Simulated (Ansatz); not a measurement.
The cluster Li₉H₈⁺. Charge 1, multiplicity 1. Geometry PBE-D4/def2-SVP; atoms count from 1.

```xyz
17

Li    2.122   -0.384   -0.907
Li    0.301    1.651   -1.437
Li    2.076    1.708    0.351
Li   -0.866   -0.754   -1.926
Li    2.311   -0.742    2.272
Li   -0.050   -0.150    0.915
Li   -2.777   -1.264    0.257
Li   -0.929   -1.339    3.044
Li   -2.721    0.904   -2.099
H    -1.041    0.996   -2.422
H    -1.780   -0.971    1.599
H     2.682    0.042    0.804
H    -2.695   -0.714   -1.377
H     0.400   -1.000   -0.734
H     2.064    1.328   -1.421
H     0.241    1.603    0.433
H     0.662   -0.914    2.649
```

The structure comes from a short search, and lower isomers may exist.

(1) Estimate the Mulliken populations from the PBE0/def2-TZVP orbitals of Ansatz.

Results:

(1) 
```tsv
atom	charge (e)
Li1	0.61
Li2	0.60
Li3	0.45
Li4	0.52
Li5	0.79
Li6	0.52
Li7	0.78
Li8	0.75
Li9	0.69
H10	-0.61
H11	-0.72
H12	-0.65
H13	-0.65
H14	-0.56
H15	-0.41
H16	-0.40
H17	-0.70
```
Mulliken values and Mayer orders depend strongly on the basis.
